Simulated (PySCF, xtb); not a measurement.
C2H9ClOSi2, SMILES OCC[Si@@H](Cl)[SiH3].

xtb with GFN2-xTB at its own geometry gives an orbital gap of 4.32 eV and a dipole moment of 3.29 D.

Geometry optimised at PBE0-D3(BJ)/def2-SVP. The structure was generated by enumeration; whether it is a known compound was not checked. One conformer was computed; it need not be the lowest.

Q: What does PySCF with PBE/def2-TZVP give? (The exact figures need the calculation; the answer reports its results.)

A: gap 5.47 eV (levels -6.38 and -0.92 eV), dipole 3.18 D.
